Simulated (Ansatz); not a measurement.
Basis-set extrapolation for C3H8AlN, SMILES `[NH2][AlH][CH]1CC1` (PBE0-D4/def2-TZVP geometry, frozen core, the Gaussian-basis code of Ansatz). Multiplicity 1, RHF reference.

```json
{"": "HF", "def2-TZVPP": "-414.707350", "def2-QZVPP": "-414.722928"}
{"": "MP2 correlation", "def2-TZVPP": "-0.803908", "def2-QZVPP": "-0.856623"}
{"": "CCSD(T) correlation", "def2-TZVPP": "-0.880747", "def2-QZVPP": "not run"}
```

Energies in hartree. Use E(X) = E(∞) + A·exp(−7.88·√X) for Hartree–Fock and E(X) = E(∞) + B·X^(−2.97) for correlation, with X = 3 and 4, and add CCSD(T) minus MP2 of the smaller set to the MP2 limit.

What is the CCSD(T) energy at the basis-set limit?

HF limit: -414.722928 + (-0.015578) × 0.13774 = -414.72507. MP2 limit: -0.856623 + (-0.052715) × 0.74074 = -0.89567. Higher-order term: -0.880747 − (-0.803908) = -0.07684. Total: -415.69758 hartree, 2.98 eV below CCSD(T)/def2-TZVPP.
